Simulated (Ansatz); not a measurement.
Relaxation of CH$_{5}$OSb (8 atoms, charge 0, multiplicity 1), to a largest force component of 0.02 eV/Å in at most 40 steps.

Level of theory: RKS B3LYP-D4/def2-SVP in Ansatz.

```xyz
8
Properties=species:S:1:pos:R:3
O -1.234 0.904 -0.601
C -0.079 0.733 0.060
Sb 0.914 -0.986 -0.781
H -1.780 0.178 -0.405
H -0.258 0.573 1.128
H 0.573 1.643 -0.067
H -0.148 -2.088 0.026
H 2.104 -1.015 0.584
```

Where does it end, and by what steps?

The run converged. The force dipped under the threshold on the way, but the program's further checks kept it going. After 12 steps the energy has fallen by 0.285 eV; H8 moved furthest, 0.23 Å.

| step | energy less start (eV) | largest force component (eV/Å) | accepted |
| --- | --- | --- | --- |
| 0 | 0.0000 | 2.098 | yes |
| 1 | -0.1599 | 1.214 | yes |
| 2 | -0.2624 | 0.460 | yes |
| 3 | -0.2773 | 0.298 | yes |
| 4 | -0.2743 | 0.239 | no |
| 5 | -0.2821 | 0.098 | yes |
| 6 | -0.2841 | 0.034 | yes |
| 7 | -0.2823 | 0.136 | no |
| 8 | -0.2844 | 0.008 | yes |
| 9 | -0.2842 | 0.041 | no |
| 10 | -0.2845 | 0.014 | yes |
| 11 | -0.2844 | 0.030 | no |
| 12 | -0.2846 | 0.013 | yes |

```xyz
8
Properties=species:S:1:pos:R:3
O -1.315 0.879 -0.589
C -0.070 0.771 0.050
Sb 1.096 -0.974 -0.741
H -1.871 0.144 -0.296
H -0.144 0.685 1.149
H 0.505 1.679 -0.184
H -0.120 -2.058 -0.157
H 2.011 -1.183 0.712
```

Whether the end is a true minimum wasn't checked by a vibrational analysis.

Run time: 28 s on 1 thread of Arm Neoverse V2, with other jobs on the host, peak memory 0.14 GiB.
